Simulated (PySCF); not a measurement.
In(OH)2(OSiH3) (H5InO3Si), SMILES [OH][In]([OH])[O][SiH3].

The structure is a stationary point at PBE0-D3(BJ)/def2-SVP. The def2 effective core potentials stand for the cores of In; spin–orbit coupling is left out. Other conformers were not sampled.

Computed with TDA-PBE/def2-SVPD in PySCF.

Vertical excitations. The molecule is in vacuum. State labels are in the subgroup Cs.

```json
[
 {"state": "S1", "symmetry": "A\"", "energy (eV)": "3.73", "λ (nm)": "332", "f": "0.001", "main pairs": "HOMO→LUMO 100 %"},
 {"state": "S2", "symmetry": "A'", "energy (eV)": "4.01", "λ (nm)": "309", "f": "0.030", "main pairs": "HOMO−1→LUMO 95 %"},
 {"state": "S3", "symmetry": "A\"", "energy (eV)": "4.19", "λ (nm)": "296", "f": "0.000", "main pairs": "HOMO−2→LUMO 100 %"},
 {"state": "S4", "symmetry": "A\"", "energy (eV)": "4.67", "λ (nm)": "265", "f": "0.034", "main pairs": "HOMO−3→LUMO 99 %"},
 {"state": "S5", "symmetry": "A'", "energy (eV)": "5.19", "λ (nm)": "239", "f": "0.088", "main pairs": "HOMO−4→LUMO 72 %, HOMO−2→LUMO+1 23 %"},
 {"state": "S6", "symmetry": "A'", "energy (eV)": "5.59", "λ (nm)": "222", "f": "0.031", "main pairs": "HOMO→LUMO+1 81 %, HOMO−5→LUMO 14 %"},
 {"state": "S7", "symmetry": "A\"", "energy (eV)": "5.59", "λ (nm)": "222", "f": "0.000", "main pairs": "HOMO−1→LUMO+1 98 %"},
 {"state": "S8", "symmetry": "A\"", "energy (eV)": "5.71", "λ (nm)": "217", "f": "0.014", "main pairs": "HOMO−6→LUMO 97 %"},
 {"state": "S9", "symmetry": "A'", "energy (eV)": "5.72", "λ (nm)": "217", "f": "0.001", "main pairs": "HOMO−5→LUMO 83 %"},
 {"state": "S10", "symmetry": "A'", "energy (eV)": "6.14", "λ (nm)": "202", "f": "0.010", "main pairs": "HOMO−7→LUMO 62 %, HOMO−3→LUMO+1 34 %"},
 {"state": "T1", "symmetry": "A\"", "energy (eV)": "3.56", "λ (nm)": "349", "f": "0", "main pairs": "HOMO→LUMO 100 %"},
 {"state": "T2", "symmetry": "A'", "energy (eV)": "3.66", "λ (nm)": "339", "f": "0", "main pairs": "HOMO−1→LUMO 98 %"},
 {"state": "T3", "symmetry": "A\"", "energy (eV)": "3.83", "λ (nm)": "323", "f": "0", "main pairs": "HOMO−2→LUMO 100 %"},
 {"state": "T4", "symmetry": "A'", "energy (eV)": "4.19", "λ (nm)": "296", "f": "0", "main pairs": "HOMO−4→LUMO 98 %"}
]
```
Triplets are in the Tamm–Dancoff approximation.
